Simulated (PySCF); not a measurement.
# [Zr(Cl)(Br)3] (charge 0, multiplicity 1)

All values below come from TPSSh-D3(BJ)/def2-TZVP // TPSS-D3(BJ)/def2-SVP run with PySCF.

| Quantity | Result |
|---|---|
| HOMO | -8.28 eV |
| dipole moment | 0.19 D |
| HOMO–LUMO gap | 4.97 eV |
| LUMO | -3.31 eV |
| charge on the central atom (Mulliken) | 1.30 e |
| total energy | -8229.8209 Ha |
| cost | very roughly 11 core-minutes |

```xyz
5

Zr     0.0077     0.0093     0.0187
Cl    -0.4304     1.2821     1.9299
Br     0.5475    -2.3248     0.6773
Br    -1.9886     0.0028    -1.4608
Br     1.9357     0.9880    -1.2051
```
Charge 0, spin multiplicity 1.
